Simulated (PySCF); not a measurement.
**How methods differ on the ionisation energy of Re²⁺**

Re²⁺ [Xe] 4f14 5d5 (6S) → Re³⁺ [Xe] 4f14 5d4 (5D), as a difference of total energies. Computed with PySCF 2.14 in x2c-TZVPPall (11s7p7d3f1g, 97 functions), with scalar relativity by spin-free X2C-1e. Correlated levels: valence: [Xe] 4f14 frozen. The calculations carry no spin-orbit coupling.

| method | ionisation energy (eV) |
| --- | --- |
| UHF | 27.252 |
| LDA | 28.609 |
| PBE | 28.330 |
| PBE0 | 28.276 |
| r2SCAN | 28.280 |
| MP2 (valence) | 27.783 |
| SCS-MP2 (valence) | 27.429 |

Q: How much does correlation contribute at MP2 (valence)?

A: 27.783 − (27.252) = 0.531 eV, measured against UHF.

A first-order spin-orbit estimate (lowest level to lowest level, LS coupling) adds -0.663 eV.

Errors of the correlated levels include the incompleteness of this basis and the frozen core.

For comparison: 27 ± 1.6 eV (theoretical estimate listed by NIST; NIST Atomic Spectra Database, ionization energies).
